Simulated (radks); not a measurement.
Task: Au74+, configuration [He] 2s2 2p1. Method: scalar-relativistic Kohn-Sham, r2SCAN, spin-unpolarised, spherical densities, finite nucleus; meta-GGA in the generalised Kohn-Sham scheme; Fermi nuclear charge, rms radius 5.4371 fm; computed with a radial shooting solver on a logarithmic mesh with Libxc functionals. Some entries of the table are withheld. Estimate them.

orbital  occ.  eigenvalue (eV)  <r> (bohr)  <r^2> (bohr^2)
1s          2        -89848.99     0.01681       0.0003903
2s          2        -22087.39         (1)             (2)
2p          1        -20297.96         (3)        0.004560

Result: 
(1) 2s <r> (bohr): 0.06860
(2) 2s <r^2> (bohr^2): 0.005557
(3) 2p <r> (bohr): 0.06129
